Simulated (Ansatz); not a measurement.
Start from `CC1=[N+](C)[AlH2-][N]1C` and change one atom or group to get `C/C=N/C`.

Ansatz, PBE0-D4/def2-TZVP geometries, multiplicity 1. 

```
                                        property  `CC1=[N+](C)[AlH2-][N]1C`
           HOMO–LUMO gap (B3LYP/def2-TZVPP) / eV                       5.94
             HOMO energy (B3LYP/def2-TZVPP) / eV                      -6.16
             HOMO–LUMO gap (PBE/def2-TZVPP) / eV                       4.24
             LUMO energy (B3LYP/def2-TZVPP) / eV                      -0.22
size of the dipole moment (B3LYP/def2-TZVPP) / D                       4.52
         HOMO–LUMO gap (ωB97M-V/def2-TZVPP) / eV                      10.53
```

Q: What does the change do to each property? (Estimate.)

A: The calculation gave: 
| property | `C/C=N/C` | shift |
| --- | --- | --- |
| HOMO–LUMO gap (B3LYP/def2-TZVPP) / eV | 6.84 | 0.90 |
| HOMO energy (B3LYP/def2-TZVPP) / eV | -6.96 | -0.80 |
| HOMO–LUMO gap (PBE/def2-TZVPP) / eV | 4.72 | 0.48 |
| LUMO energy (B3LYP/def2-TZVPP) / eV | -0.12 | 0.10 |
| size of the dipole moment (B3LYP/def2-TZVPP) / D | 1.44 | -3.08 |
| HOMO–LUMO gap (ωB97M-V/def2-TZVPP) / eV | 11.95 | 1.42 |

With PBE0 the HOMO falls by 0.81 eV and the LUMO rises by 0.13 eV, so the gap widens by about 0.94 eV. PBE moves the HOMO by -0.53 eV and ωB97M-V by -0.98 eV. Dipoles are sizes alone; their direction can turn.

B3LYP here is the variant with VWN-RPA as its local correlation; programs differ in this.
